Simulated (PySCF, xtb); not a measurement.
Ga(PH2)3 (GaH6P3), SMILES [PH2][Ga]([PH2])[PH2]. The values are those of a single conformer.

Harmonic wavenumbers (cm⁻¹) from GFN2-xTB in xtb at its own minimum, in rising order: 52, 78, 79, 87, 91, 99, 250, 328, 330, 514, 534, 538, 560, 562, 570, 1118, 1119, 1122, 2150, 2155, 2156, 2213, 2228, 2231.

Q: What does PBE-D3(BJ)/def2-SVP (PySCF 2.14.0) give at its own minimum? (The exact figures need the calculation; the answer reports its results.)

A: 79, 80, 94, 109, 117, 128, 272, 353, 354, 496, 502, 559, 569, 635, 640, 1042, 1044, 1053, 2313, 2314, 2316, 2334, 2336, 2337. Paired by order, the mean absolute difference is 61 cm⁻¹ and the zero-point energies are 30.3 and 31.6 kcal/mol.
